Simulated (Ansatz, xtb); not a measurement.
C2H4Al2F: where a starting geometry ends

The starting geometry of this gas-phase doublet was built from a drawn formula by distance geometry and a force field; its bonds are those of `[F][Al][C@@H]1[CH2][AlH]1`.

```xyz
9

C     0.3026    1.4086    0.6192
C    -0.2944    0.1396   -0.0078
Al   -1.0773    2.8044    1.1191
Al    0.2434   -0.1051    1.9278
F    -2.8198    2.3629    1.1717
H     1.2707    1.6836    0.2987
H     0.4156   -0.3068   -0.7633
H    -1.3757    0.0948   -0.1793
H     0.4403   -0.8970    3.3094
```

Predict what becomes of its bonds when it is optimised with r2SCAN-D4/def2-SVP.

A new bond forms, giving a structure with F5 bridging Al3 and Al4, given below by its coordinates. Distances that change by over a tenth: Al3–F5 (1.80 → 1.99 Å). Contacts that close: Al4–F5 (4.01 → 1.80 Å).

The energy falls by 1.49 eV over 19 steps:

| step | E − E(last) (eV) |
| --- | --- |
| 1 | 1.488 |
| 3 | 0.950 |
| 5 | 0.904 |
| 7 | 0.852 |
| 9 | 0.614 |
| 11 | 0.189 |
| 13 | 0.076 |
| 15 | 0.007 |
| 17 | 0.000 |
| 19 | 0.000 |

Final geometry (Å):

```yaml
atoms:
  - { symbol: C, position_ang: [0.2794, 1.4711, 0.4488] }
  - { symbol: C, position_ang: [-0.2236, 0.1604, -0.0819] }
  - { symbol: Al, position_ang: [-1.0622, 2.8832, 0.9856] }
  - { symbol: Al, position_ang: [-0.4634, 0.2977, 1.8877] }
  - { symbol: F, position_ang: [-1.9206, 1.3604, 1.9376] }
  - { symbol: H, position_ang: [1.3313, 1.7022, 0.2249] }
  - { symbol: H, position_ang: [0.4637, -0.4586, -0.6718] }
  - { symbol: H, position_ang: [-1.2465, 0.1207, -0.4918] }
  - { symbol: H, position_ang: [-0.0527, -0.3520, 3.2565] }
```

From the same start GFN2-xTB ends elsewhere, differing in Al3–Al4 (2.48 against 2.80 Å here), Al4–F5 (4.11 against 1.80 Å here).

The end wasn't checked by frequencies. Open shells are spin-unrestricted. Run with Ansatz 0.2.0, 2.4 min on 2 threads of Arm Neoverse V1 (shared host).
